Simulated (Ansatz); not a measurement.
Program: Ansatz. Geometries: PBE0-D4/def2-TZVP. ΔE: electronic, gas phase. CBS: MP2 limit from def2 TZ/QZ plus the TZ coupled-cluster correction, frozen cores. DFT in def2-TZVPP. For Br outer-core shells are correlated without core-valence functions, which leaves a few kJ/mol of doubt a bond. Scalar relativity is left out up to krypton. Each species was taken in one conformer, which may not be the lowest.

Consider the ligand exchange at the Si–O bond: `O[Si](F)(O[SiH3])O[SiH3]` + HBr → `O[Si](F)(Br)O[SiH3]` + `O[SiH3]`.

`O[Si](F)(O[SiH3])O[SiH3]`:

```xyz
14

O    -0.037   -1.809   -1.346
Si    0.379   -0.302   -0.918
F     0.906    0.486   -2.189
O    -0.929    0.432   -0.350
Si   -2.570    0.442   -0.282
O     1.565   -0.290    0.168
Si    2.167    0.374    1.542
H     0.627   -2.391   -1.715
H    -3.141    0.287   -1.643
H    -3.042   -0.666    0.584
H    -2.985    1.742    0.295
H     1.082    0.548    2.541
H     2.778    1.692    1.240
H     3.199   -0.546    2.074
```

HBr:

Cartesian coordinates in Å:
```
Br -0.119 -0.069 0.697
H 0.119 0.069 -0.697
```

`O[Si](F)(Br)O[SiH3]`:

```xyz
10

O     1.875    1.129   -1.285
Si    0.339    0.959   -0.818
F    -0.231    2.334   -0.279
Br   -0.838    0.411   -2.579
O     0.198   -0.130    0.354
Si   -0.773   -1.210    1.132
H     2.562    1.085   -0.616
H    -1.818   -0.482    1.891
H    -1.402   -2.116    0.142
H     0.087   -1.981    2.059
```

`O[SiH3]`:

Z-matrix (Å, degrees):
```
Si
O 1 1.648
H 1 1.489 2 111.7
H 1 1.489 2 111.7 3 120.9
H 1 1.481 2 105.9 3 -119.6
H 2 0.957 1 117.9 3 -60.5
```

CCSD(T)/CBS gives +0.45 eV.

(1) Another level gave +0.54 eV. Which?
A. PBE0/def2-TZVPP
B. SCS-MP2/def2-TZVPP
C. CCSD/def2-TZVPP
D. MP2/def2-TZVPP

Largest T1 diagnostic among the species: 0.011.

## Answers

(1) C. CCSD/def2-TZVPP 0.54, SCS-MP2/def2-TZVPP 0.49, MP2/def2-TZVPP 0.44, PBE0 0.37 eV.

In def2-TZVPP, CCSD(T) changes the Hartree–Fock value by −0.13 eV (the triples alone add −0.03 eV) and MP2 by −0.20 eV. From PBE to PBE0 (25 % exact exchange), in def2-TZVPP and without D4, ΔE moves by +0.06 eV.
